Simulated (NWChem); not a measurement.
**Extrapolating the CCSD(T) correlation energy of aminoborane (H4BN)**

```
B
N 1 1.3873
H 2 1.0119 1 123.24
H 2 1.0119 3 113.52 1 180.00
H 1 1.2101 2 119.09 3 180.00
H 1 1.2101 5 121.82 2 180.00
```
Charge 0, spin multiplicity 1.

The numbers come from NWChem runs, not from measurements. All single points use one geometry, from PBE0/def2-SVP, a minimum by its harmonic frequencies. It is one conformer; others weren't searched.

The correlated methods keep 2 core orbitals frozen. Coupled-cluster values serve here as a point of comparison, not as the truth.

Worked example. The CCSD(T) correlation energy is -300.79 mHa in cc-pVDZ and -363.08 mHa in cc-pVTZ. The form E(X) = E∞ + A/X³ turns the pair into an estimate of the basis-set limit.

E∞ = (3³·(-363.08) − 2³·(-300.79))/(3³ − 2³) = -389.3 mHa. The larger basis holds 93 % of that, at about 20 times the processor time of the smaller one. This is a two-point estimate, and a rough one from so small a pair.
